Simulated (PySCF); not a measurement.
# How methods differ on the excitation energy of Pb

Pb [Xe] 4f14 5d10 6s2 6p2 (3P) → Pb [Xe] 4f14 5d10 6s2 6p1 7s1, s spin flipped, as a difference of total energies. Calculation: PySCF 2.14, in aug-cc-pVTZ-DK3 (9s8p6d3f, 84 functions); the spin-free X2C one-electron Hamiltonian (Gaussian nucleus). Correlated levels: valence: [Xe] 4f14 5d10 frozen. The calculations carry no spin-orbit coupling.

```json
{"method": "UHF", "excitation energy (eV)": "3.969"}
{"method": "LDA", "excitation energy (eV)": "4.007"}
{"method": "PBE", "excitation energy (eV)": "3.861"}
{"method": "PBE0", "excitation energy (eV)": "3.970"}
{"method": "r2SCAN", "excitation energy (eV)": "3.991"}
{"method": "TPSS", "excitation energy (eV)": "3.869"}
{"method": "BLYP", "excitation energy (eV)": "3.796"}
{"method": "MP2 (valence)", "excitation energy (eV)": "4.027"}
{"method": "SCS-MP2 (valence)", "excitation energy (eV)": "3.972"}
```

Question: How much does correlation contribute at MP2 (valence)?

Answer: 4.027 − (3.969) = 0.058 eV, measured against UHF.

Spin-orbit coupling is strong in these open shells (close to jj coupling). The scalar numbers leave it out and a first-order estimate fails, so it can dominate the gap to the real levels.

The upper determinant mixes two multiplicities, so it lies between the two terms.

The promoted electron is Rydberg-like, and one or two diffuse shells describe it only roughly, which tends to raise the upper state.
